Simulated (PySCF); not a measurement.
SiHF3, SMILES F[SiH](F)F.

Geometry: B3LYP-D3(BJ)/def2-SVP.

The numbers are results of PySCF with M06-2X/def2-TZVPD, not measurements.

Symmetry labels are those of the subgroup Cs that the program uses (full group C3v).

Computed valence orbital energies around the gap with their symmetry:
```tsv
orbital	symmetry	energy (eV)
HOMO−7	A"	-16.89
HOMO−6	A'	-16.45
HOMO−5	A"	-15.56
HOMO−4	A'	-15.56
HOMO−3	A'	-14.92
HOMO−2	A"	-14.92
HOMO−1	A"	-14.50
HOMO	A'	-12.94
LUMO	A'	0.32
LUMO+1	A'	0.78
LUMO+2	A"	0.78
LUMO+3	A'	1.29
```
